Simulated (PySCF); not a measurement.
AsF2, SMILES F[As]F, multiplicity 2.

The structure is a stationary point at B3LYP-D3(BJ)/def2-TZVP. The isomer is the one that the SMILES or the coordinates give; other isomers of the formula were not compared.

These are CAM-B3LYP/def2-TZVPD (PySCF) values and carry that method's errors.

The molecule is in vacuum.

Computed frontier levels, dipole moment and polarisability:
```
Property                                                                                                        Result
---------------------------------------------------------------------------------------------  -----------------------
α spin, highest occupied and lowest empty level                                                     -8.04 and -0.37 eV
β spin, highest occupied and lowest empty level                                                    -12.02 and -2.09 eV
dipole moment                                                                                                   2.35 D
quadrupole, principal values (traceless, Buckingham form, about the centre of nuclear charge)    -2.80, 0.89, 1.91 D·Å
mean static polarisability                                                                        29.9 bohr³ (4.43 Å³)
polarisability, principal values                                                                28.0, 29.7, 31.9 bohr³
⟨S²⟩                                                                                           0.754 (pure state 0.75)
```
